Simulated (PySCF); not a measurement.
## Telling isomers of C7H9NO apart by NMR

One conformer, in vacuum, no relativistic terms, averaged over atoms made equivalent by symmetry, fast rotation or ring inversion. PBE0/pcSseg-1 with gauge-including orbitals; GFN2-xTB structure; PySCF.

δ = σ(ref) − σ, references computed at the same level: TMS for ¹H (σ = 31.72 ppm), ¹³C (σ = 186.93 ppm). Where no couplings were computed, multiplicities follow the n + 1 count of equivalent neighbours, and m marks all less simple cases (inequivalent or close neighbours, rings, F or P nearby). Shifts are as computed. Against solution values, carbons near 30 ppm lie about +3 ppm off and those near 130 ppm about +5 ppm. Of 1211 compounds with measured shifts, 218 miss one by over three times the rms of a fit or turn the order of signals round; such compounds aren't used in these exercises.

(1) Tabulate the signals of `COCc1ccncc1`, `CCc1cc[n+]([O-])cc1` and their relative energies.

(2) What is the quickest way to tell COCc1ccncc1 from CCc1cc[n+]([O-])cc1?

Answers

(1) 
```json
{"SMILES": "COCc1ccncc1", "carbon types": "1×C 4×CH 1×CH2 1×CH3", "δC": "155.4, 153.8, 124.2, 77.0, 61.2", "δH": "8.93 (d, 2H), 7.39 (d, 2H), 4.68 (s, 2H), 3.75 (s, 3H)", "E rel. (kcal/mol)": "0.0"}
{"SMILES": "CCc1cc[n+]([O-])cc1", "carbon types": "1×C 4×CH 1×CH2 1×CH3", "δC": "144.2, 142.4, 132.1, 33.3, 21.9", "δH": "8.24 (d, 2H), 7.15 (d, 2H), 2.50 (q, 2H), 1.16 (t, 3H)", "E rel. (kcal/mol)": "20.7"}
```

Energies are electronic energies at PBE0/pcSseg-1 on these geometries, without zero-point or thermal terms, each for the one conformer computed, which needn't be the lowest.

(2) Both give the same number of carbon signals, with the same numbers of each carbon type, so the positions decide. The first has an sp3 CH2 bonded to O, on an aromatic ring at 77.0 ppm, the second an sp3 CH2 on an aromatic ring at 33.3 ppm. Their most deshielded carbons lie at 155.4 and 144.2 ppm. In the proton spectra the most deshielded non-exchanging signals are 8.93 (d, 2H) and 8.24 (d, 2H).
